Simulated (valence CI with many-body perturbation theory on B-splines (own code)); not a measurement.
# Forbidden lines of Tm48+

Computed by valence CI with perturbative core correlation (CI+MBPT): three valence electrons over a frozen Dirac-Fock core [Ar], radial functions for each j: 9 s, 9 p, 10 d, 8 f, 5 g, 3 h, 1 i, with the one-electron correlation potential Σ1 (screened to all orders), the two-electron term Σ2, the three-electron term Σ3, Breit, model QED; selected single and double excitations, second order for the rest (own B-spline code, finite nucleus).

No measured spectrum was set against this ion. As an estimate, large intervals hold to a few tenths of a per cent, small ones and those within an open d or f shell to about a per cent. Only levels of the ground parity were solved; by the run's estimate the other parity begins above the list, which can be wrong where configurations are misplaced.

Lines 1 to 50 of 53 in falling wavelength, among levels below 185.93 eV, chosen from the decays that carry over 1 % of a level's rate. Wavelengths and rates use the calculated energies. Electric multipoles are in the length gauge, E1 and E2 with the static RPA response of the core. S is in atomic units (e²a₀⁴ for E2 and M2, e²a₀⁶ for E3), for M1 in squared Bohr magnetons. Weak lines are less certain than strong ones. Lines between different terms over intervals too small for the method are left out, as are lines whose strength nearly cancels. The highest levels of a list are the least certain.

Levels are named by their leading jj configuration (3d3/2^4 stands for four electrons in 3d with j = 3/2), which in mixed levels can hold well under half, so a name can repeat and another be missing. Letters in brackets count levels of one name in rising energy.

```csv
λ vac (Å),Upper,Lower,Type,A (s⁻¹),S (a.u.)
39700,(3d3/2^2 3d5/2) J=9/2,(3d3/2^2 3d5/2) J=7/2,M1,1.16e-01,2.68e+00
1368,(3d3/2^2 3d5/2) J=7/2,(3d3/2^2 3d5/2) J=5/2 [a],M1,5.26e+03,3.99e+00
573.5,(3d3/2 3d5/2^2) J=7/2 [b],(3d3/2 3d5/2^2) J=7/2 [a],M1,1.18e+04,6.61e-01
558.4,(3d3/2^2 3d5/2) J=5/2 [b],(3d3/2^2 3d5/2) J=7/2,M1,6.33e+03,2.45e-01
490.4,(3d3/2^2 3d5/2) J=5/2 [b],(3d3/2^2 3d5/2) J=3/2,M1,2.98e+04,7.82e-01
449.7,(3d3/2 3d5/2^2) J=3/2 [b],(3d3/2 3d5/2^2) J=1/2,M1,2.73e+04,3.68e-01
410.3,(3d3/2 3d5/2^2) J=3/2 [b],(3d3/2 3d5/2^2) J=3/2 [a],M1,4.37e+04,4.47e-01
398.9,(3d3/2 3d5/2^2) J=3/2 [a],(3d3/2^2 3d5/2) J=5/2 [b],M1,3.54e+04,3.33e-01
396.5,(3d3/2^2 3d5/2) J=5/2 [b],(3d3/2^2 3d5/2) J=5/2 [a],M1,9.32e+03,1.29e-01
392.2,(3d5/2^3) J=3/2,(3d3/2 3d5/2^2) J=3/2 [b],M1,6.55e+04,5.86e-01
346.4,(3d3/2 3d5/2^2) J=5/2 [a],(3d3/2^2 3d5/2) J=5/2 [b],M1,2.08e+05,1.93e+00
303.6,(3d5/2^3) J=5/2,(3d3/2 3d5/2^2) J=3/2 [b],M1,1.39e+05,8.63e-01
289.0,(3d3/2 3d5/2^2) J=5/2 [b],(3d3/2^2 3d5/2) J=5/2 [b],M1,4.03e+05,2.16e+00
282.1,(3d3/2 3d5/2^2) J=7/2 [b],(3d3/2^2 3d5/2) J=5/2 [b],M1,8.30e+04,5.53e-01
279.0,(3d5/2^3) J=9/2,(3d3/2 3d5/2^2) J=11/2,M1,9.30e+04,7.48e-01
278.4,(3d3/2 3d5/2^2) J=7/2 [a],(3d3/2^2 3d5/2) J=7/2,M1,4.31e+05,2.76e+00
273.2,(3d3/2^2 3d5/2) J=5/2 [a],(3d3/2^3) J=3/2,M1,1.20e+06,5.44e+00
257.0,(3d3/2 3d5/2^2) J=9/2,(3d3/2^2 3d5/2) J=9/2,M1,8.26e+05,5.20e+00
255.4,(3d3/2 3d5/2^2) J=9/2,(3d3/2^2 3d5/2) J=7/2,M1,4.78e+05,2.95e+00
247.9,(3d5/2^3) J=3/2,(3d3/2 3d5/2^2) J=5/2 [b],M1,6.12e+04,1.38e-01
241.4,(3d3/2^2 3d5/2) J=3/2,(3d3/2^3) J=3/2,M1,9.84e+05,2.05e+00
240.4,(3d3/2 3d5/2^2) J=3/2 [a],(3d3/2^2 3d5/2) J=1/2,M1,2.83e+05,5.83e-01
232.5,(3d5/2^3) J=9/2,(3d3/2 3d5/2^2) J=9/2,M1,1.08e+06,5.04e+00
231.3,(3d3/2 3d5/2^2) J=7/2 [a],(3d3/2^2 3d5/2) J=5/2 [a],M1,1.80e+06,6.59e+00
228.7,(3d3/2 3d5/2^2) J=1/2,(3d3/2^2 3d5/2) J=1/2,M1,1.64e+06,1.45e+00
227.7,(3d3/2^2 3d5/2) J=7/2,(3d3/2^3) J=3/2,E2,1.04e+02,4.57e-04
220.8,(3d3/2^2 3d5/2) J=1/2,(3d3/2^3) J=3/2,M1,3.68e+05,2.93e-01
220.0,(3d3/2 3d5/2^2) J=3/2 [a],(3d3/2^2 3d5/2) J=3/2,M1,1.64e+06,2.59e+00
217.0,(3d5/2^3) J=3/2,(3d3/2 3d5/2^2) J=5/2 [a],M1,9.80e+05,1.49e+00
217.0,(3d3/2 3d5/2^2) J=11/2,(3d3/2^2 3d5/2) J=9/2,M1,5.29e+05,2.41e+00
216.2,(3d5/2^3) J=9/2,(3d3/2 3d5/2^2) J=7/2 [a],M1,1.50e+06,5.60e+00
213.8,(3d3/2 3d5/2^2) J=5/2 [a],(3d3/2^2 3d5/2) J=7/2,M1,8.39e+04,1.82e-01
213.1,(3d5/2^3) J=5/2,(3d3/2 3d5/2^2) J=7/2 [b],M1,3.66e+05,7.88e-01
210.1,(3d3/2 3d5/2^2) J=1/2,(3d3/2^2 3d5/2) J=3/2,M1,9.65e+04,6.63e-02
209.5,(3d5/2^3) J=3/2,(3d3/2 3d5/2^2) J=1/2,M1,6.68e+05,9.11e-01
209.3,(3d5/2^3) J=5/2,(3d3/2 3d5/2^2) J=5/2 [b],M1,6.48e+05,1.32e+00
203.0,(3d3/2 3d5/2^2) J=5/2 [a],(3d3/2^2 3d5/2) J=3/2,M1,9.10e+05,1.69e+00
202.3,(3d3/2 3d5/2^2) J=3/2 [b],(3d3/2^2 3d5/2) J=5/2 [b],M1,9.26e+05,1.14e+00
200.5,(3d5/2^3) J=3/2,(3d3/2 3d5/2^2) J=3/2 [a],M1,1.04e+06,1.24e+00
198.8,(3d3/2 3d5/2^2) J=3/2 [a],(3d3/2^2 3d5/2) J=5/2 [a],M1,7.68e+05,8.96e-01
190.4,(3d3/2 3d5/2^2) J=5/2 [b],(3d3/2^2 3d5/2) J=7/2,M1,4.30e+05,6.61e-01
188.3,(3d3/2 3d5/2^2) J=7/2 [b],(3d3/2^2 3d5/2) J=9/2,M1,2.63e+05,5.21e-01
187.4,(3d3/2 3d5/2^2) J=7/2 [b],(3d3/2^2 3d5/2) J=7/2,M1,2.78e+05,5.43e-01
186.9,(3d5/2^3) J=5/2,(3d3/2 3d5/2^2) J=5/2 [a],M1,7.98e+05,1.16e+00
184.9,(3d3/2 3d5/2^2) J=5/2 [a],(3d3/2^2 3d5/2) J=5/2 [a],M1,1.57e+05,2.21e-01
174.5,(3d5/2^3) J=5/2,(3d3/2 3d5/2^2) J=3/2 [a],M1,1.06e+06,1.25e+00
167.2,(3d3/2 3d5/2^2) J=5/2 [b],(3d3/2^2 3d5/2) J=5/2 [a],M1,3.19e+04,3.31e-02
164.8,(3d3/2 3d5/2^2) J=7/2 [b],(3d3/2^2 3d5/2) J=5/2 [a],M1,6.72e+04,8.93e-02
161.8,(3d3/2^2 3d5/2) J=5/2 [b],(3d3/2^3) J=3/2,M1,1.12e+05,1.05e-01
155.4,(3d5/2^3) J=5/2,(3d3/2 3d5/2^2) J=7/2 [a],M1,5.55e+05,4.63e-01
```
